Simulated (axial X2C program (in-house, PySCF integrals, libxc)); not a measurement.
# Low determinants of TeP⁺ at the PBE0 level, without spin–orbit coupling

All values were computed with an in-house all-electron X2C program for linear molecules (integrals from PySCF). Spin-free means the one-electron spin-free X2C Hamiltonian. Basis: Te dyall-cv3z [11s12p8d4f1g], P dyall-v3z [8s7p2d1f] (cores contracted in-house); Gaussian nuclei, density fitting, unrestricted open shells. Masses: Te 129.906 u, P 30.974 u.

Search at 2.166 Å (vertical energies from the lowest determinant):

| ΔE (eV) | state | electrons beyond evenly filled partner blocks | electrons in σ, π, δ, φ |
| --- | --- | --- | --- |
| 0.00 | M_S = 0, Λ = 0 | closed shell | 30 28 8 0 |
| 2.44 | M_S = 1, Λ = 2 | 2 × π+α, π+β, π-α | 30 28 8 0 |
| 2.44 | M_S = 1, Λ = 0 | π+α, π+β, 2 × π-α | 30 28 8 0 |
| 2.87 | M_S = 0, Λ = 2 | π+α, 2 × π+β, π-α | 30 28 8 0 |
| 3.02 | M_S = 1, Λ = 1 | σα, π+α | 29 29 8 0 |
| 3.35 | M_S = 0, Λ = 1 | σα, π+β | 29 29 8 0 |

Lowest determinant, M_S = 0, Λ = 0 (closed shell): Re = 2.156 Å, ωe = 569.8 cm⁻¹.

The determinant in row 2 of the search, M_S = 1, Λ = 2 (beyond evenly filled blocks: 2 × π+α, π+β, π-α), was followed along the bond at PBE0; measured from the minimum of the lowest determinant it gives:

Te = 2.045 eV (16495 cm⁻¹), Re = 2.360 Å, ωe = 416.7 cm⁻¹.

**Question.** Compare the bond of the determinant in row 2 with that of the lowest one.

**Answer.** At PBE0 its Re is 0.204 Å longer and its force constant, which goes as ωe², is 0.53 times that of the lowest determinant. T0 ≈ Te + Δωe/2 = 16495 + (-77) = 16418 cm⁻¹.

The search compares states at one distance, so a state with another bond length can lie lower; it is not exhaustive and yields mostly the lowest determinant of each block pattern, so other components and higher states of one pattern are missing. These are energies of single determinants, not of spin-adapted states; PBE0 term energies can be off by some tenths of an eV, and the functional has no current term.
